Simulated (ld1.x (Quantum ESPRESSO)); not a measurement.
Al (Z = 13): excitation energies, all-electron against ultrasoft

ld1.x (Quantum ESPRESSO) 7.5 input, shortened:

```
&input
   title='Al', zed=13., rel=1, dft='WC', iswitch=3,
   config='[Ne] 3s1.75 3p1.25 3d-2'
 /
 &inputp
   pseudotype=3, tm=.true., lloc=-1, rcloc=2.10,
   nlcc=.true., rcore=1.45
 /
6
3S  1  0   1.75   0.00  2.00  2.25  0.0
3S  1  0   0.00   0.90  2.00  2.25  0.0
3P  2  1   1.25   0.00  2.05  2.15  0.0
3P  2  1   0.00   0.55  2.05  2.15  0.0
3D  3  2  -2.00   0.15  1.85  2.25  0.0
3D  3  2  -2.00   1.90  1.85  2.25  0.0
 &test
   configts(1)='3s1.75 3p1.25'
 /
```

Energies are relative to the spin-unpolarised reference configuration 3s1.75 3p1.25; without spin polarisation the order of configurations can differ from experiment.

| valence configuration | charge | ΔE all-electron (eV) | error AE − PS (meV) |
| --- | --- | --- | --- |
| 3s2 3p1 | 0 | -1.266 | -0.3 |
| 3s2 3p0 | +1 | 4.472 | +0.1 |
| 3s2 3p0.5 | +0.5 | 0.806 | -0.4 |
| 3s1 3p2 | 0 | 3.863 | -2.9 |
| 3s0 3p3 | 0 | 9.149 | -17 |
| 3s2 3p1.3 | -0.3 | -1.830 | -0.1 |

**Question.** What are ΔE and the potential's error for 3s1 3p0?

**Answer.** ΔE = 23.665 eV all-electron; the error (AE − PS) is -5.5 meV.

Levels in the configuration 3s2 3p0.5:

| level | all-electron (eV) | pseudo (eV) |
| --- | --- | --- |
| 3s | -11.074 | -11.070 |
| 3p | -5.678 | -5.678 |
